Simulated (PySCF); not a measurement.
Correlation energy of Lu (lutetium, neutral)

Starting occupation: [Xe] 4f14 5d1 6s1 6p1, 5d5/2 with m_j = +5/2, 6s1/2 with m_j = +1/2, 6p3/2 with m_j = +3/2. All numbers are calculated (PySCF 2.14, X2C-1e with screened-nucleus spin-orbit coupling, Gaussian nucleus, in x2c-TZVPall-2c (11s11p10d2f1g, 117 functions)). Frozen: [Ar] 3d10; 43 electrons correlated; the 18 highest virtual spinors left out.

MP2 pair energies summed by pair of shells (mhartree):

| pair | energy | share (%) |
| --- | --- | --- |
| 5p1/2-5p3/2 | -46.92 | 6.4 |
| 5p3/2-5p3/2 | -46.64 | 6.4 |
| 4f5/2-4f7/2 | -44.04 | 6.0 |
| 4f7/2-5p3/2 | -41.91 | 5.7 |
| 4d3/2-4d5/2 | -36.88 | 5.0 |
| 4f5/2-5p3/2 | -34.81 | 4.8 |
| 4f7/2-4f7/2 | -31.75 | 4.3 |
| 4f7/2-5p1/2 | -24.87 | 3.4 |
| 4d5/2-4d5/2 | -24.40 | 3.3 |
| 4d5/2-4p3/2 | -23.43 | 3.2 |
| 4d5/2-4f7/2 | -20.81 | 2.8 |
| 4f5/2-4f5/2 | -16.91 | 2.3 |
| 4d3/2-4p3/2 | -16.47 | 2.3 |
| 4f5/2-5p1/2 | -13.76 | 1.9 |
| 5p3/2-5s1/2 | -13.51 | 1.8 |
| 4d5/2-4f5/2 | -12.78 | 1.7 |
| 5d5/2-5p3/2 | -12.60 | 1.7 |
| 4d5/2-4p1/2 | -12.14 | 1.7 |
| 5p1/2-5p1/2 | -11.96 | 1.6 |
| 4d3/2-4f7/2 | -11.58 | 1.6 |
| 4d5/2-5p3/2 | -10.96 | 1.5 |
| 4d3/2-4d3/2 | -10.37 | 1.4 |
| 4d5/2-4s1/2 | -10.20 | 1.4 |
| 4f7/2-5s1/2 | -10.19 | 1.4 |
| 4d3/2-4f5/2 | -10.17 | 1.4 |
| 5p3/2-6s1/2 | -9.78 | 1.3 |
| 4f7/2-4p3/2 | -8.16 | 1.1 |
| 4d3/2-4p1/2 | -7.63 | 1.0 |
| 4p1/2-4p3/2 | -7.36 | 1.0 |
| 4f5/2-5s1/2 | -7.28 | 1.0 |

Total MP2 correlation energy: -731.43 mhartree.

This basis was not built for core-valence correlation, so the inner-shell part is incomplete.
